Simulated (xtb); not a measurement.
Sn(H)3(SMe) (CH₆SSn), SMILES C[S][SnH3]. All values are semi-empirical tight-binding results from xtb (GFN2-xTB unless named), good for trends rather than for accurate numbers. The structure is a stationary point at GFN2-xTB.

For metal compounds this method's bond lengths and energies can be far off.

```json
{
 "point_group_as_xtb_finds_it": "Cs",
 "orbital_gap": "3.73 eV",
 "zero_point_energy": "35.0 kcal/mol",
 "G − E(el) at 298.15 K (modified RRHO)": "15.3 kcal/mol"
}
```
